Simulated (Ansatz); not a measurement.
Computed with Ansatz on PBE0-D4/def2-TZVP structures; ΔE is electronic, products minus reactants. CCSD(T)/CBS is the MP2 limit (def2-TZVPP, def2-QZVPP) plus CCSD(T) − MP2 in def2-TZVPP, frozen cores. Functionals use def2-TZVPP. def2 core potentials past Kr. For I outer-core shells are correlated without core-valence functions, which leaves a few kJ/mol of doubt a bond. One conformer a species, not always the lowest.

Reaction (substitution at a C–Si bond): `FC[SiH2]CI` + `N[SiH2]F` → `FCN[SiH2]F` + `[SiH3]CI`

`FC[SiH2]CI`:

Z-matrix (Å, degrees):
```
C
Si 1 1.891
F 1 1.394 2 109.2
H 1 1.094 2 111.5 3 119.4
H 1 1.095 2 111.6 3 -119.6
C 2 1.874 1 109.7 3 -57.7
H 2 1.489 1 109.1 3 61.3
H 2 1.486 1 109.2 3 -178.7
I 6 2.141 2 110.3 1 -64.0
H 6 1.089 2 113.0 1 177.5
H 6 1.089 2 111.9 1 53.8
```

`N[SiH2]F`:

Cartesian coordinates in Å:
```
N -0.250 -1.017 0.029
Si 0.180 0.622 0.098
F 0.045 1.408 -1.294
H -1.210 -1.316 0.015
H 0.364 -1.713 -0.362
H 1.607 0.712 0.477
H -0.737 1.303 1.037
```

`FCN[SiH2]F`:

Z-matrix (Å, degrees):
```
C
N 1 1.410
F 1 1.393 2 112.4
H 1 1.093 2 109.9 3 -118.8
H 1 1.093 2 111.3 3 119.0
Si 2 1.710 1 124.8 3 86.1
H 2 1.009 1 113.9 3 -76.5
F 6 1.598 2 114.5 1 -81.6
H 6 1.479 2 107.1 1 36.6
H 6 1.478 2 107.8 1 160.4
```

`[SiH3]CI`:

Z-matrix (Å, degrees):
```
Si
C 1 1.877
H 1 1.490 2 109.0
H 1 1.483 2 109.6 3 119.6
H 1 1.483 2 109.6 3 -119.6
I 2 2.141 1 109.8 3 -179.9
H 2 1.089 1 112.7 3 -61.9
H 2 1.089 1 112.7 3 62.1
```

| level | ΔE (kcal/mol) |
| --- | --- |
| ωB97X-V | 4.1 |
| ωB97M-V | 5.0 |
| B2PLYP | 4.1 |
| r2SCAN | 4.6 |
| SCS-MP2/def2-TZVPP | 3.9 |
| CCSD(T)/def2-TZVPP | 4.1 |
| HF/def2-QZVPP | 2.4 |
| CCSD/CBS(def2) | 5.2 |

What does CCSD(T)/CBS give? (Estimate.)

Ansatz gave: +5.2 kcal/mol. The listed levels differ from it by -1.1, -0.2, -1.1, -0.6, -1.3, -1.1, -2.8, 0.0 kcal/mol.

Largest T1 diagnostic among the species: 0.011.

In def2-TZVPP, CCSD(T) changes the Hartree–Fock value by +1.7 kcal/mol (the triples alone add +0.0 kcal/mol) and MP2 by +2.1 kcal/mol.
